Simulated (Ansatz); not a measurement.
`B1[SiH2]C[SiH2]1`. The species carries charge 0 and has multiplicity 1. The structure was optimised at the PBE0-D4/def2-TZVP level.

```xyz
11

B    -1.399    0.756    0.167
Si    0.383    0.657    1.130
C     1.117   -0.239   -0.377
Si   -0.622   -0.743   -0.957
H    -2.375    1.437    0.179
H     0.234   -0.301    2.266
H     1.116    1.858    1.626
H     1.859   -1.019   -0.211
H     1.535    0.496   -1.073
H    -0.836   -0.862   -2.428
H    -1.013   -2.038   -0.322
```

Task: What is the dipole moment at PBE/def2-TZVPP? (Estimate.)

Result: The calculation gave: 0.53 D, with components (0.41, 0.15, -0.30) D in this frame, pointing from negative to positive charge.

Task: And with r2SCAN, B3LYP, ωB97M-V? (An estimate is asked.)

Result: The calculation gave: r2SCAN 0.53 D, B3LYP 0.50 D, ωB97M-V 0.50 D.

Task: Give the Mulliken charges with PBE, B3LYP, ωB97M-V in def2-TZVPP. (Best estimate.)

Result: Computed: 
| atom | PBE | B3LYP | ωB97M-V |
| --- | --- | --- | --- |
| B1 | 0.01 | -0.01 | -0.09 |
| Si2 | 0.13 | 0.20 | 0.13 |
| C3 | -0.29 | -0.37 | -0.44 |
| Si4 | 0.13 | 0.20 | 0.13 |
| H5 | 0.05 | 0.07 | 0.12 |
| H6 | -0.05 | -0.07 | -0.02 |
| H7 | -0.06 | -0.08 | -0.03 |
| H8 | 0.09 | 0.10 | 0.12 |
| H9 | 0.11 | 0.11 | 0.14 |
| H10 | -0.06 | -0.08 | -0.03 |
| H11 | -0.05 | -0.07 | -0.02 |

B3LYP here is the variant with VWN-RPA as its local correlation; programs differ in this.
